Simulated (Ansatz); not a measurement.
`OB[SiH2][AlH2]` and `CB[SiH2][AlH2]` differ in one atom or group.

Ansatz, PBE0-D4/def2-TZVP geometries, multiplicity 1. Each molecule was computed in one conformer, which needn't be the lowest.

```csv
property,`OB[SiH2][AlH2]`
HOMO energy (PBE0/def2-TZVPP) / eV,-7.13
HOMO energy (ωB97M-V/def2-TZVPP) / eV,-9.08
HOMO–LUMO gap (B3LYP/def2-TZVPP) / eV,4.70
size of the dipole moment (PBE/def2-TZVPP) / D,1.84
LUMO energy (ωB97M-V/def2-TZVPP) / eV,-0.40
HOMO–LUMO gap (ωB97M-V/def2-TZVPP) / eV,8.68
```

Question: What does the change do to each property? (An estimate is asked.)

Answer: Computed: 
| property | `CB[SiH2][AlH2]` | shift |
| --- | --- | --- |
| HOMO energy (PBE0/def2-TZVPP) / eV | -7.12 | 0.01 |
| HOMO energy (ωB97M-V/def2-TZVPP) / eV | -9.07 | 0.01 |
| HOMO–LUMO gap (B3LYP/def2-TZVPP) / eV | 4.35 | -0.35 |
| size of the dipole moment (PBE/def2-TZVPP) / D | 0.76 | -1.08 |
| LUMO energy (ωB97M-V/def2-TZVPP) / eV | -0.71 | -0.31 |
| HOMO–LUMO gap (ωB97M-V/def2-TZVPP) / eV | 8.36 | -0.32 |

The zero-point energy changes by 54.2 kJ/mol with +6 modes. Dipoles are sizes alone; their direction can turn.

B3LYP here is the variant with VWN-RPA as its local correlation; programs differ in this.
